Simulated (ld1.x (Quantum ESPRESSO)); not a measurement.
lithium: TM pseudisation with Wu–Cohen, scalar-relativistic reference atom.

Li (Z = 3), norm-conserving Troullier–Martins (Kleinman–Bylander form), made with ld1.x (Quantum ESPRESSO) 7.5 (Wu–Cohen, scalar-relativistic). Core [He], reference 2s0 2p1. Waves: 2p (bound): rc 5.04 bohr; 2s (bound, empty): rc 4.20 bohr. Local part: the s channel. Core correction: Bessel-smoothed model core inside 2.60 bohr.

Poles of the logarithmic derivatives, all-electron (AE) and pseudo (PS). s: poles at -0.1, 1.2, 3.2 (AE) and -0.1, 1.0, 2.7 (PS) Ry. p: poles at 0.1, 1.2, 2.9 (AE) and 0.1, 1.3, 3.6 (PS) Ry. Test radius 5.45 bohr.

* Cutoffs needed: 6 Ry and 6 Ry (the cutoffs (Ry, on a coarse ladder) from which the occupation-weighted sum of valence levels, in a spherical-Bessel basis at the reference potential, stays within 10 and 1 mRy of its value at 400 Ry)
* Ghost test: no extra level below or beside the all-electron valence levels (p, s, d, f tested) (spherical-Bessel basis up to 400 Ry, 20 bohr box)
* Largest excitation error: -20 meV (all-electron minus pseudo) for 2s1 2p0, out of 2 test configurations
